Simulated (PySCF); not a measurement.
# Electron affinity of Sn by level of theory

Sn⁻ [Kr] 4d10 5s2 5p3 (4S) → Sn [Kr] 4d10 5s2 5p2 (3P), as a difference of total energies. All numbers are calculated (PySCF 2.14, scalar relativity through the core potential, in def2-QZVPPD with the def2 core potential (28 electrons)). Correlated levels: valence: 4s2 4p6 4d10 frozen. The calculations carry no spin-orbit coupling.

```tsv
method	electron affinity (eV)
UHF	0.933
MP2 (valence)	1.344
SCS-MP2 (valence)	1.207
CCSD (valence)	1.325
CCSD(T) (valence)	1.369
```

Q: How much does correlation contribute at CCSD(T) (valence)?

A: 1.369 − (0.933) = 0.436 eV, measured against UHF.

The reference lies between the lowest fine-structure levels, while these numbers refer to the centres of the terms.

Errors of the correlated levels include the incompleteness of this basis and the frozen core.

For comparison: 1.112 eV (measured; photodetachment measurements, as compiled on the Wikipedia data page of electron affinities).
